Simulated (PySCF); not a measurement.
Numbering as in the mapped SMILES `[CH2:1]=[CH:2][C:3]1=[O+:4][BH2-:5][O:6][CH:7]=[CH:8]1`. Each H is labelled by its parent atom. Ha(C1) is cis to C3; Hb(C1) is trans to C3.

How the numbers were obtained: shieldings: GIAO PBE0/pcSseg-1, PBE0-D3(BJ)/def2-SVP structure, in PySCF 2.14 (relativity neglected, fast rotation and ring inversion assumed for equivalent nuclei, a single conformation, in vacuum).

Shifts are taken against calculated references (same method and geometry level): ¹³C against TMS.

Do the ¹³C shifts follow the atomic charges (in e)? Tabulate both.

Answers


| atoms | hybridisation | δ (ppm) | σ para (ppm) | Hirshfeld | IAO | Mulliken | ESP-fitted |
| --- | --- | --- | --- | --- | --- | --- | --- |
| C7 | sp2 | 185.6 | -249 | +0.12 | +0.21 | +0.34 | +0.58 |
| C3 | sp2 | 182.5 | -249 | +0.15 | +0.34 | +0.38 | +0.85 |
| C1 | sp2 | 143.5 | -213 | -0.04 | -0.23 | -0.06 | -0.20 |
| C2 | sp2 | 139.0 | -212 | -0.05 | -0.17 | -0.26 | -0.45 |
| C8 | sp2 | 101.0 | -177 | -0.12 | -0.35 | -0.32 | -0.86 |

Correlation coefficients of δ with charge over these carbons: Hirshfeld +0.97, IAO +0.94, Mulliken +0.94, ESP-fitted +0.97; with the paramagnetic shielding -1.00. With so few points these coefficients are fragile. Charge is one influence among several: hybridisation and low-lying excitations act through the paramagnetic term.

Shifts are as computed. Against solution values, carbons near 30 ppm lie about +2 ppm off and those near 130 ppm about +5 ppm. Of 1211 compounds with measured shifts, 218 miss one by over three times the rms of a fit or turn the order of signals round; such compounds aren't used in these exercises.
